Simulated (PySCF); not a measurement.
Numbering as in the mapped SMILES `[O:1]=[C:2]([O:3][SiH3:4])[C:5](=[O:6])[O:7][CH:8]1[CH2:9][CH2:10]1`; H(Xn) means a hydrogen on atom n. Ha(C9), Ha(C10) are cis to O7 on the ring; Hb(C9), Hb(C10) are trans to O7 on the ring.

- geometry from PBE0-D3(BJ)/def2-SVP
- GIAO KT3/pcSseg-1 shieldings
- run in PySCF 2.14.0 with density-fitted response routines
- one conformer, no solvent, relativity neglected, rapidly exchanging positions averaged

Referencing at the same level of theory: ¹³C, ¹H, ²⁹Si against TMS; ¹⁷O against H2O.

```json
{"atoms": "O7", "nucleus": "¹⁷O", "count": "1", "δ (ppm)": "228.1"}
{"atoms": "Si4", "nucleus": "²⁹Si", "count": "1", "δ (ppm)": "?"}
{"atoms": "C5", "nucleus": "¹³C", "count": "1", "δ (ppm)": "147.7"}
{"atoms": "Hb(C9)/Hb(C10)", "nucleus": "¹H", "count": "2", "δ (ppm)": "0.80"}
{"atoms": "H(C8)", "nucleus": "¹H", "count": "1", "δ (ppm)": "4.91"}
{"atoms": "C9/C10", "nucleus": "¹³C", "count": "2", "δ (ppm)": "8.3"}
{"atoms": "C2", "nucleus": "¹³C", "count": "1", "δ (ppm)": "?"}
{"atoms": "O1", "nucleus": "¹⁷O", "count": "1", "δ (ppm)": "?"}
{"atoms": "O3", "nucleus": "¹⁷O", "count": "1", "δ (ppm)": "192.9"}
{"atoms": "C8", "nucleus": "¹³C", "count": "1", "δ (ppm)": "49.1"}
{"atoms": "O6", "nucleus": "¹⁷O", "count": "1", "δ (ppm)": "393.5"}
{"atoms": "Ha(C9)/Ha(C10)", "nucleus": "¹H", "count": "2", "δ (ppm)": "?"}
{"atoms": "H(Si4)", "nucleus": "¹H", "count": "3", "δ (ppm)": "4.76"}
```

Estimate the values marked ?.

## Answers


- C2: 149.7 ppm, carbonyl carbon
- Ha(C9)/Ha(C10): 0.95 ppm, hydrogen on a three-membered-ring carbon; cyclopropane-type protons are shielded by the ring
- O1: 418.2 ppm, carbonyl oxygen
- Si4: -33.1 ppm, silicon bonded to O, 3 H

Shifts are as computed, not scaled to solution data. Of 1313 compounds with measured shifts, 239 miss one by over three times the rms of a fit or turn the order of signals round; such compounds aren't used in these exercises. Unscaled 17O shifts of doubly bonded oxygen tend to come out too high, by tens of ppm or more. Experimental scales use liquid or dissolved standards, which lie at an offset from isolated H2O (liquid H2O: subtract about 36 ppm).
